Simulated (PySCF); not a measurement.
Cartesian coordinates in Å; atom numbers follow the order of the lines, from 1:
```xyz
9

N     3.8808    0.2006    0.6897
C     2.7533    0.0709    0.5215
C     1.4116   -0.0867    0.3264
C     0.2327   -0.2569    0.1336
C    -1.1997   -0.4128   -0.0452
F    -1.8430   -0.4846    1.1720
C    -1.7064    0.7199   -0.8181
N    -2.0912    1.6062   -1.4230
H    -1.4245   -1.3506   -0.5820
```

Method: PBE0/pcSseg-1 with gauge-including orbitals, geometry: GFN2-xTB, in PySCF (relativity neglected, gas phase, one computed conformer).

δ = σ(ref) − σ, references computed at the same level: 13C, 1H against TMS; 15N against NH3; 19F against CFCl3.

```
atoms  nucleus  count  δ (ppm)
   F6      19F      1   -207.7
   C2      13C      1        ?
   N1      15N      1    324.5
   C7      13C      1        ?
   C3      13C      1     75.1
   C4      13C      1        ?
   N8      15N      1    321.2
   H9       1H      1     5.84
   C5      13C      1     69.1
```

Task: Estimate the values marked ?.

Result: 
- C7: 115.6 ppm, nitrile carbon; C≡N carbons fall here, among the sp2 signals but without a proton
- C2: 110.1 ppm, nitrile carbon; C≡N carbons fall here, among the sp2 signals but without a proton
- C4: 75.0 ppm, alkyne carbon; the triple bond shields along its axis, which puts it between sp3 and sp2 carbons

Shifts are as computed. Against solution values, carbons near 30 ppm lie about +3 ppm off and those near 130 ppm about +5 ppm. Of 1211 compounds with measured shifts, 218 miss one by over three times the rms of a fit or turn the order of signals round; such compounds aren't used in these exercises. Unscaled 19F shifts against computed CFCl3 carry errors that often reach 10 to 50 ppm. Experimental scales use liquid or dissolved standards, which lie at an offset from isolated NH3 (liquid NH3: subtract about 20 ppm). Unscaled 15N shifts of sp2 nitrogen come out 20 to 40 ppm too high even then.
